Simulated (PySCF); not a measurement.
# FeSCl at several levels of theory

All levels use the PBE0 minimum (sextet; Fe–Cl 2.162 Å, Fe–S 2.041 Å; Cl–Fe–S 180.0°), basis [Fe def2-TZVP, S def2-TZVP, Cl def2-TZVP], no relativity, density fitting, no spin–orbit coupling, PySCF. For vertical energies the ionised species is a quintet (spins chosen at PBE0 and kept) and the electron-attached one a quintet. Atomisation goes to high-spin ground-configuration atoms, without zero-point energy. Open shells are unrestricted, also as the reference of the correlated levels. A dash marks a value that was not computed or is not defined at that level.

```
    level  atomisation (kJ/mol)  vertical IP (eV)  vertical EA (eV)  −ε(HOMO) (eV)  dipole (D)
     PBE0                   714              9.86              2.77           8.04        0.30
       HF                   333              8.27              2.65           9.68        2.08
      MP2                   643             10.30              2.84              –           –
      PBE                   817              9.66              2.61           6.55        0.28
   r2SCAN                   781              9.81              2.60           6.98        0.15
    B3LYP                   683              9.86              2.83           7.72        0.37
    TPSSh                   759              9.79              2.71           7.29        0.35
CAM-B3LYP                   671              9.96              2.96           9.29        0.63
     MN15                   729             10.01              2.83           8.69        0.74
```

Spin contamination in at least one species weakens the values at: PBE0, HF, MP2, PBE, r2SCAN, B3LYP, TPSSh, CAM-B3LYP, MN15.

Without diffuse functions attachment energies tend to come out too low.

With open d or f shells other occupations or spin states may lie lower.
